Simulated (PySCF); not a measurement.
Rows and methods have been separated. Pair them.

C2H7BS.
Bonds: B1–S2, S2–C3, C3–C4. Hydrogens: H5, H6 on B1; H7, H8 on C3; H9, H10, H11 on C4.

The closed-shell ground state was solved 7 times with PySCF (density fitting, gas phase), always in the pcSseg-2 basis (249 functions), with these functionals: B3LYP, BP86, CAM-B3LYP, HF, LC-wPBE, PBE0 and wB97X-D. One conformer (not necessarily the lowest) at the PBE0-D3(BJ)/def2-SVP geometry, without solvent, vibrations or thermal averaging.

| row | total energy (Eh) | HOMO (eV) | LUMO (eV) | dipole (D) |
| --- | --- | --- | --- | --- |
| P | -503.2587 | -7.76 | -1.16 | 1.94 |
| Q | -503.5039 | -9.58 | 0.65 | 1.91 |
| R | -503.5780 | -6.74 | -2.14 | 1.99 |
| S | -503.4811 | -9.04 | -0.10 | 1.89 |
| T | -503.3542 | -10.42 | 1.01 | 1.89 |
| U | -502.0881 | -10.26 | 2.02 | 1.85 |
| V | -503.5697 | -7.52 | -1.36 | 1.92 |

Task: Which functional belongs to which row?

Result: P = PBE0, Q = wB97X-D, R = BP86, S = CAM-B3LYP, T = LC-wPBE, U = HF, V = B3LYP. By rising HOMO–LUMO gap: BP86 (GGA) 4.60 eV; B3LYP (global hybrid, 20 % exact exchange) 6.16 eV; PBE0 (global hybrid, 25 % exact exchange) 6.60 eV; CAM-B3LYP (range-separated hybrid) 8.94 eV; wB97X-D (range-separated hybrid) 10.23 eV; LC-wPBE (range-separated hybrid) 11.43 eV; HF (all exact exchange) 12.28 eV. Total energies of different functionals aren't bounds to one another; each is stationary for its own functional.

Shape of the structure used: `[BH2:1][S:2][CH2:3][CH3:4]`: B1–S2–C3–C4 -178°.

wB97X-D is run here without its empirical dispersion term; that term would change no orbital, density or response property at a fixed geometry.
